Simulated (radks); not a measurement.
Values are calculated unless marked as measured or tabulated.
Coherent X-ray form factor from a spherical all-electron density. Code: a radial shooting solver on a logarithmic mesh with Libxc functionals. Model: scalar-relativistic Kohn-Sham, PBEsol, spin-unpolarised, spherical densities, finite nucleus; Fermi nuclear charge, rms radius of each element as measured or else 0.836 A^(1/3) + 0.57 fm.

sin(theta)/lambda (1/angstrom),f0 (electrons)
0.05,27.722
0.1,26.923
0.15,25.704
0.2,24.191
0.25,22.514
0.3,20.781
0.4,17.449
0.5,14.565
0.6,12.242
0.8,9.130
1,7.435
1.25,6.269
1.5,5.460
2,4.046

The species is in the configuration that NIST lists as its ground one. Which atom or ion scatters so?

Answer. The zinc ion Zn2+, [Ar] 3d10. Extrapolating in s^2 from the first two rows gives f0(0) = 28.0, near the electron count 28; among species with that count, the fall with angle is slower the higher Z, and the table is that of Z = 30; from so few rows the species is fixed only to a neighbour or two.
